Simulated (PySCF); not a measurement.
C$_{7}$H$_{9}$O (SMILES Cc1ccc([OH2+])cc1), charge +1, singlet, at a GFN2-xTB geometry. Base run: PySCF with M062X/6-31G*.

Input for PySCF:
```python
from pyscf import gto, scf, dft

mol = gto.Mole()
mol.atom = '''
    C     2.87951788    0.20566659    0.42166366
    C     1.40826357    0.10095801    0.21597349
    C     0.71987839    1.09958188   -0.47152699
    C    -0.64445072    1.01104217   -0.68628767
    C    -1.30523065   -0.09810312   -0.20179620
    O    -2.75355612   -0.22906971   -0.47044933
    C    -0.66932931   -1.10929232    0.48541880
    C     0.69632597   -0.99914869    0.68833419
    H     3.21187229   -0.43385518    1.23387831
    H     3.17135935    1.23172760    0.63031576
    H     3.39733766   -0.10458254   -0.48607370
    H     1.25611675    1.95835130   -0.84314072
    H    -1.16763125    1.78695379   -1.22369178
    H    -3.16875779    0.65590003   -0.55414266
    H    -3.18240640   -0.77713632    0.22116556
    H    -1.21094853   -1.96791192    0.85156121
    H     1.21165585   -1.78111609    1.22304716
'''
mol.basis = '6-31g*'
mol.charge = 1
mol.verbose = 3
mol.build()

mf = dft.RKS(mol)
mf.xc = 'm062x'
mf.kernel()
mf.analyze()
```

Variants of this job, named by their change:

```
change                                                                                                                  ΔE vs base (mEh)  fitting functions                outcome
----------------------------------------------------------------------------------------------------------------------  ----------------  -----------------  ---------------------
base                                                                                                                               0.000                  -              converged
auxbasis = even-tempered beta=1.6                                                                                                  0.025               1567              converged
auxbasis = def2-svp-ri                                                                                                           -10.090                510              converged
auxbasis = def2-universal-jfit                                                                                                     0.881                491              converged
exchange = seminumerical (SGX) (with mf = sgx.sgx_fit(mf, auxbasis='def2-universal-jfit'); with mf.with_df.dfj = True)                 -                  -  cut at the time limit
auxbasis = cc-pvtz-ri                                                                                                             -0.459                918              converged
auxbasis = even-tempered beta=2.0                                                                                                 -0.008               1028              converged
auxbasis = even-tempered beta=3.0                                                                                                 -1.581                710              converged
auxbasis = def2-universal-jkfit                                                                                                    0.006                764              converged
auxbasis = default (with mf = mf.density_fit())                                                                                    0.184                767              converged
```

A fitting set is made for a task (jfit for Coulomb, jkfit for Coulomb and exchange, ri for correlation) and for a family of orbital bases.
